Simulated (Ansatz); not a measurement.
# A small benchmark: atomisation enthalpy at 298 K

8 molecules without hydrogen; the atomisation enthalpy at 298 K in kJ/mol, computed less measured. Shapes, held fixed at every level: PBE0-D4/def2-TZVP. Thermal terms are harmonic and unscaled (PBE0-D4/def2-TZVP); the spin-orbit lowering of the free atoms is taken from their spectra. Programs: Ansatz 0.2.0. Measured values: Active Thermochemical Tables, CRC Handbook of Chemistry and Physics, NIST-JANAF tables.

Levels: A = wB97X-V/def2-TZVPP; B = MP2/def2-SVP; C = CCSD(T)/def2-TZVPP.

| molecule | from tabulated heats | A | B | C |
| --- | --- | --- | --- | --- |
| IBr (iodine monobromide) | 178 | -19 | -57 | -31 |
| Cl2 (chlorine) | 243 | -5 | -69 | -29 |
| CO2 (carbon dioxide) | 1609 | -1 | +18 | -58 |
| BF3 (boron trifluoride) | 1944 | -15 | +32 | -52 |
| BI3 (boron triiodide) | 819 | +25 | +23 | +9 |
| PF3 (phosphorus trifluoride) | 1513 | +3 | -157 | -80 |
| CBr2ClF (dibromochlorofluoromethane) | 1329 | -11 | -65 | -72 |
| GeCl4 (germanium tetrachloride) | 1353 | +34 | -61 | -24 |

Q: Which level does best on this set, which worst, and which err to one side?

A: 
```json
{"level": "wB97X-V/def2-TZVPP", "kind": "range-separated hybrid", "mean error": "+1.4", "mean absolute error": "14.1", "worst case": "GeCl4"}
{"level": "MP2/def2-SVP", "kind": "perturbation theory", "mean error": "-42.0", "mean absolute error": "60.2", "worst case": "PF3"}
{"level": "CCSD(T)/def2-TZVPP", "kind": "coupled cluster or CI", "mean error": "-42.1", "mean absolute error": "44.4", "worst case": "PF3"}
```

On this set wB97X-V/def2-TZVPP has the smallest mean absolute error and MP2/def2-SVP the largest. CCSD(T)/def2-TZVPP is too low in 7 of 8. The heats of PF3, GeCl4 come from older tables and can be uncertain by 10 kJ/mol or more. The molecules' own spin-orbit binding is left out, so errors for heavy halides read too negative. The tabulated values of BF3, BI3 are in doubt (older tables, estimates, or at odds with other calculations) and kept here. Over the 6 molecules whose values aren't doubted the mean absolute errors are A 12.2; B 71.2; C 49.0. Correlated wave functions converge slowly with the basis. For atoms past krypton def2 sets carry core potentials with scalar relativity. Relativity is left out for Br, Ge. Outer-core shells of Br, Ge, I are correlated in most correlated rows, in sets that cover them unevenly. The set is small.
